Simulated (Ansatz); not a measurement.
The same path of GeH4O + H2 (8 atoms, charge 0, multiplicity 1) was run 3 times with different band settings. Lost on the way: Ge1–O2, H7–H8. Made: Ge1–H7, O2–H8.

Computed with Ansatz, RKS r2SCAN/def2-SVP.

Relaxed end points:

```xyz
8
Properties=species:S:1:pos:R:3
Ge -0.310 0.495 -0.228
O 0.163 0.007 1.428
H -0.593 -0.296 1.948
H 1.007 0.919 -0.878
H -1.305 1.671 -0.167
H -0.952 -0.690 -0.974
H 1.517 -2.846 2.094
H 1.278 -2.146 1.915
```

```xyz
8
Properties=species:S:1:pos:R:3
Ge -0.247 -0.326 -0.477
O 0.768 -0.006 2.514
H -0.054 -0.452 2.756
H 1.142 0.310 -0.550
H -1.236 0.601 0.233
H -0.753 -0.597 -1.904
H -0.171 -1.671 0.259
H 1.357 -0.744 2.308
```

Common settings: spring 5.0 eV/Å²; optimiser quadratic models (default); start path through a guess of the saddle point; iteration limit 60; end points relaxed.

| run | movable images | climbing image | force threshold |
| --- | --- | --- | --- |
| 1 | 5 | yes | 0.03 eV/Å |
| 2 | 8 | no | 0.03 eV/Å |
| 3 | 5 | yes | 0.5 eV/Å |

(1) What does each run give, and how far can it be trusted?

Answers

(1) Run 1: converged after 24 iterations, highest image 1.799 eV above the first end. Neighbouring images differ by up to 1.6 eV, so the band resolves the path poorly. A vibrational analysis at the climbing image gives one clearly imaginary mode, 1269i cm⁻¹: a first-order saddle point.
Run 2: converged after 17 iterations, highest image 1.779 eV above the first end. No image climbed, so the highest image needn't sit at the top of the path.
Run 3: converged after 13 iterations, highest image 1.808 eV above the first end. The threshold of 0.5 eV/Å is loose, so the images may lie well off the minimum-energy path. Neighbouring images differ by up to 1.6 eV, so the band resolves the path poorly. The order of the point at the top wasn't checked.
The orbitals stay closed-shell, which can raise the energy where a bond breaks towards radicals; this wasn't checked here.
